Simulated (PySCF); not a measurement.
**Distorted geometries of [Ce(H2O)5]3+**

[Ce(H2O)5]3+ (doublet). PySCF 2.14.0, UKS PBE0, Ce def2-SVP with ECP28, O def2-SVP, H def2-SVP; non-relativistic Hamiltonian with scalar-relativistic core potentials where named; density fitting; no spin-orbit coupling. Relaxed geometry:

```xyz
16

Ce    0.1144    0.0000    0.0000
O    -0.4570    0.0000    2.3490
H    -0.5833    0.7688    2.9400
H    -0.5833   -0.7688    2.9400
O    -0.4570    0.0000   -2.3490
H    -0.5833   -0.7688   -2.9400
H    -0.5833    0.7688   -2.9400
O     2.5112   -0.0001    0.0000
H     3.1194   -0.7683    0.0000
H     3.1194    0.7681    0.0000
O    -0.7811    2.2461    0.0000
H    -0.3034    3.1009    0.0000
H    -1.7238    2.5112    0.0000
O    -0.7813   -2.2460    0.0000
H    -1.7240   -2.5111    0.0000
H    -0.3036   -3.1009    0.0000
```

**Question.** Order these distorted geometries by energy above the relaxed one, lowest first.
A.
```xyz
16

Ce    0.1085    0.0053    0.0034
O    -0.4970   -0.0251    2.3015
H    -0.5745    0.7620    2.9732
H    -0.6072   -0.7481    2.9521
O    -0.4494    0.0213   -2.4096
H    -0.5863   -0.7979   -2.8383
H    -0.5991    0.7397   -2.9379
O     2.5551   -0.0157    0.0243
H     3.1512   -0.7359   -0.0367
H     3.1284    0.8087   -0.0074
O    -0.8005    2.2459   -0.0128
H    -0.2501    3.1046   -0.0292
H    -1.7449    2.5291   -0.0323
O    -0.7951   -2.2852   -0.0005
H    -1.7026   -2.5304   -0.0188
H    -0.3363   -3.0782    0.0692
```
B.
```xyz
16

Ce    0.0901   -0.0003    0.0943
O    -0.3808    0.0136    2.3653
H    -0.6557    0.7958    2.9685
H    -0.6099   -0.7255    2.8873
O    -0.6008    0.0218   -2.2752
H    -0.6438   -0.9801   -2.8232
H    -0.6037    0.8122   -2.9887
O     2.5079   -0.0049   -0.1609
H     3.0505   -0.7671   -0.0255
H     3.1788    0.7390   -0.0629
O    -0.8532    2.4313   -0.0609
H    -0.2644    3.0641    0.0059
H    -1.5813    2.5366    0.1480
O    -0.6958   -2.4122    0.0032
H    -1.7737   -2.4606   -0.1145
H    -0.1642   -3.0638    0.0393
```
C.
```xyz
16

Ce    0.1359    0.0089    0.0141
O    -0.4183   -0.0075    2.3797
H    -0.5800    0.7911    2.9234
H    -0.5691   -0.7755    2.9434
O    -0.4471    0.0548   -2.3299
H    -0.5961   -0.8062   -2.9123
H    -0.5812    0.7528   -2.9341
O     2.5766   -0.0060   -0.0134
H     3.0832   -0.7922   -0.0179
H     3.0872    0.7894   -0.0382
O    -0.8210    2.2805   -0.0081
H    -0.3645    3.0853   -0.0057
H    -1.7198    2.5048   -0.0117
O    -0.7635   -2.2775   -0.0141
H    -1.7330   -2.4973   -0.0113
H    -0.2895   -3.1055    0.0361
```

**Answer.** C (0.53 eV), A (0.64 eV), B (4.69 eV).

**Question.** Which forces (eV/Å) act in the one that lies 0.53 eV up?

**Answer.** 
```
Ce   0.02 -0.01 -0.01
O    0.11  0.65 -0.86
H    0.00 -0.29  0.18
H   -0.11 -0.33  0.58
O   -0.02 -4.33  0.29
H    0.39  2.28  1.42
H   -0.36  1.96 -1.63
O   -3.65  0.55  0.06
H    1.89 -1.46 -0.02
H    1.55  0.92 -0.04
O    1.52 -3.63  0.06
H    1.48  2.69  0.00
H   -2.89  0.74 -0.03
O   -1.11  1.50 -0.01
H    0.81 -0.12 -0.01
H    0.37 -1.13  0.04
```
Forces carry noise of the integration grid, about 0.01 to 0.03 eV/Å.

No frequency check is given that shows the relaxed geometry to be a minimum. Open shells may have lower solutions than the one found. No other spin state of this charge was computed.
